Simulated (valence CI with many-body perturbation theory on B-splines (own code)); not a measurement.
**Ladder of approximations for Er⁵⁵⁺**

Computed by valence CI with perturbative core correlation (CI+MBPT): three valence electrons over a frozen Dirac-Fock core [Ne], radial functions for each j: 11 s, 11 p, 9 d, 7 f, 5 g, 2 h, 1 i, with the one-electron correlation potential Σ1, the two-electron term Σ2, the three-electron term Σ3, Breit, model QED; selected CI, second order for the rest (own B-spline code, finite nucleus).

No measured spectrum was set against this ion. As an estimate, large intervals hold to a few tenths of a per cent, small ones and those within an open d or f shell to about a per cent.

Each rung adds one term. CI alone is the Dirac-Coulomb CI over the frozen core; QED comes last and gives the full result, which names the levels. Energies are above (3s^2 3p1/2) J=1/2 on the same rung, in Ry.

Levels are named by their leading jj configuration (3d3/2^4 stands for four electrons in 3d with j = 3/2), which in mixed levels can hold well under half, so a name can repeat and another be missing. Letters in brackets count levels of one name in rising energy.

| Level | CI alone |
| --- | --- |
| (3s 3p1/2^2) J=1/2 | 10.785 |
| (3s^2 3p3/2) J=3/2 | 18.076 |
| (3s 3p1/2 3p3/2) J=3/2 [a] | 26.896 |
| (3s 3p1/2 3p3/2) J=5/2 | 28.126 |
| (3s 3p1/2 3p3/2) J=3/2 [b] | 29.570 |
| (3s 3p1/2 3p3/2) J=1/2 | 30.224 |
| (3s^2 3d3/2) J=3/2 | 33.630 |
| (3s^2 3d5/2) J=5/2 | 37.227 |
| (3p1/2^2 3p3/2) J=3/2 | 40.244 |
| (3s 3p1/2 3d3/2) J=3/2 [a] | 41.279 |
| (3s 3p1/2 3d3/2) J=5/2 | 42.170 |
| (3s 3p1/2 3d3/2) J=1/2 | 43.884 |
| (3s 3p1/2 3d3/2) J=3/2 [b] | 44.251 |
| (3s 3p3/2^2) J=5/2 | 45.889 |
| (3s 3p1/2 3d5/2) J=5/2 [a] | 46.345 |
| (3s 3p1/2 3d5/2) J=7/2 | 47.268 |

Problem. What do these energies become with core correlation, Breit and QED?

Solution. (3s 3p1/2^2) J=1/2 10.738 (-0.0471); (3s^2 3p3/2) J=3/2 17.889 (-0.1872); (3s 3p1/2 3p3/2) J=3/2 [a] 26.680 (-0.2153); (3s 3p1/2 3p3/2) J=5/2 27.857 (-0.2688); (3s 3p1/2 3p3/2) J=3/2 [b] 29.302 (-0.2680); (3s 3p1/2 3p3/2) J=1/2 29.957 (-0.2672); (3s^2 3d3/2) J=3/2 33.275 (-0.3556); (3s^2 3d5/2) J=5/2 36.783 (-0.4442); (3p1/2^2 3p3/2) J=3/2 39.925 (-0.3180); (3s 3p1/2 3d3/2) J=3/2 [a] 40.918 (-0.3612); (3s 3p1/2 3d3/2) J=5/2 41.768 (-0.4022); (3s 3p1/2 3d3/2) J=1/2 43.498 (-0.3861); (3s 3p1/2 3d3/2) J=3/2 [b] 43.845 (-0.4055); (3s 3p3/2^2) J=5/2 45.451 (-0.4384); (3s 3p1/2 3d5/2) J=5/2 [a] 45.870 (-0.4745); (3s 3p1/2 3d5/2) J=7/2 46.739 (-0.5299).

Problem. How does the ionisation energy move along the ladder, and which term matters most?

Solution. CI alone 5462.1, + Σ1 5463.3, + Σ2 5463.2, + Σ3 5463.1, + Breit 5455.9, + QED 5455.8 eV. The largest step is Breit, -7.3 eV. NIST lists 5455 ± 5 eV (theoretical).
